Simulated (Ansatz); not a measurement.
`Cl[SiH2]C#[C][GeH3]` + `C=[CH][AlH2]` → `C=[CH][AlH][SiH2]Cl` + `C#[C][GeH3]`  (formal exchange of groups at the Si–C bond)

Computed with Ansatz on PBE0-D4/def2-TZVP structures; ΔE is electronic, products minus reactants. CCSD(T)/CBS is the MP2 limit (def2-TZVPP, def2-QZVPP) plus CCSD(T) − MP2 in def2-TZVPP, frozen cores. DFT in def2-TZVPP. B3LYP here is the variant with VWN-RPA as its local correlation; programs differ in this. For Ge outer-core shells are correlated without core-valence functions, which leaves a few kJ/mol of doubt a bond. Scalar relativity is left out up to krypton. One conformer a species, not always the lowest.

CCSD(T)/CBS gives +33.7 kJ/mol.

(1) Another level gave +33.4 kJ/mol. Which?
A. PBE0/def2-TZVPP
B. B2PLYP/def2-TZVPP
C. B3LYP-D4/def2-TZVPP
D. HF/def2-TZVPP

Largest T1 diagnostic among the species: 0.012.

## Answers

(1) C. B3LYP-D4 33.4, B2PLYP 39.2, PBE0 25.2, HF/def2-TZVPP 45.0 kJ/mol.

CCSD(T)/CBS has its own doubt, a few kJ/mol and more with outer-core shells, so smaller differences from it don't rank the levels.
